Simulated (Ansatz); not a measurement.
Atom: K (charge 0, doublet).

Property: ionisation energy to the singlet, in eV. Conventions: non-relativistic; spin-orbit terms left out; LANL2DZ with its own core potentials from Na on; six Cartesian d functions in 6-31G* and its kin unless marked 5d; 6-311+G** with 5d; open shells spin-unrestricted; each state is the SCF solution reached for its charge and spin.

Measured values: NIST ASD by pymatgen's periodic table; they hold spin-orbit and core effects. 

Value to compare with, the measured value: 4.34 eV.

| level | program | ionisation energy to the singlet (eV) | error |
|---|---|---|---|
| B3LYP/STO-3G | Ansatz | 2.90 | -1.44 |
| B3LYP/3-21G | Ansatz | 4.45 | 0.11 |
| B3LYP/LANL2DZ | Ansatz | 4.44 | 0.10 |
| B3LYP/6-31G* | Ansatz | 4.50 | 0.16 |
| B3LYP/6-311+G** | Ansatz | 4.50 | 0.16 |
| B3LYP/def2-TZVPD | Ansatz | 4.49 | 0.15 |

Among the 5 habitual levels, B3LYP/STO-3G lies farthest from the measured value (-1.44 eV); 4 of 5 lie above it, and their mean absolute error is 0.39 eV, the median 0.16. One case shows no general order.

The sets are all those run for this method; runs whose electronic state is in doubt are left out.

Ansatz is a first-principles code.
